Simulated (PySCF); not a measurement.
SMILES C(Br)CCC (GFN2-xTB optimised geometry):

```
14

C      1.787     0.072     1.289
C      1.184    -0.475     0.000
C     -0.346    -0.475     0.000
C     -0.914     0.931     0.000
Br    -2.867     0.894    -0.119
H      2.867    -0.051     1.278
H      1.571     1.131     1.409
H      1.392    -0.462     2.151
H      1.522    -1.505    -0.139
H      1.547     0.108    -0.850
H     -0.701    -1.003    -0.889
H     -0.712    -1.017     0.876
H     -0.685     1.468     0.918
H     -0.569     1.505    -0.860
```

Computed with PySCF with PBE/def2-TZVP.

Q: What are the frontier orbital energies and the dipole moment?

A: HOMO-2 -8.13 eV, HOMO-1 -6.50 eV, HOMO -6.48 eV, LUMO -0.95 eV, LUMO+1 0.52 eV; dipole moment 2.30 D.

On the same geometry PySCF 2.14.0 with PBE0/def2-TZVP gives HOMO-2 -9.46 eV, HOMO-1 -7.80 eV, HOMO -7.77 eV, LUMO 0.06 eV, LUMO+1 1.37 eV; dipole moment 2.38 D.

Meta-Löwdin charges at PBE/def2-TZVP: C1 -0.35, C2 -0.20, C3 -0.20, C4 -0.20, Br5 -0.12, H6 0.12, H7 0.11, H8 0.11, H9 0.11, H10 0.11, H11 0.12, H12 0.11, H13 0.13, H14 0.13.
